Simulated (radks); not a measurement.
Co+, 26 electrons, occupied as [Ar] 3d8. Calculated with a radial shooting solver on a logarithmic mesh with Libxc functionals: non-relativistic Kohn-Sham, SCAN, spin-polarised, spherical densities, point nucleus; open shells are filled with parallel spins first; meta-GGA in the generalised Kohn-Sham scheme.

Local quantities along the radius. ELF = 1/(1 + alpha^2) is the electron localisation function; alpha = (tau - tau_W)/tau_unif compares the Pauli kinetic energy density with that of the uniform gas (summed over spins).

```
   r/bohr * ELF (the largest magnitude, 1, reaches the edge; | marks zero)
 0.004449 |                                                      *
 0.005701 |                                                      *
 0.007306 |                                                      *
 0.009362 |                                                      *
    0.012 |                                                      *
  0.01537 |                                                      *
   0.0197 |                                                      *
  0.02525 |                                                      *
  0.03235 |                                                     *
  0.04146 |                                                   *
  0.05355 |                                         *
  0.06862 |                        *
  0.08794 |              *
   0.1127 |                    *
   0.1444 |                                   *
   0.1851 |                                           *
   0.2371 |                                          *
   0.3039 |                         *
   0.3894 |         *
    0.499 |                    *
   0.6395 |                                      *
   0.8195 |                                          *
    1.059 |                                    *
    1.356 |                      *
    1.738 |         *
    2.228 |   *
    2.854 | *
    3.658 *
    4.687 *
```

On this mesh the ELF has minima near r = 0.088, 0.39 bohr, which separate the shells, and maxima near 0.21 (0.82), 0.82 (0.77).
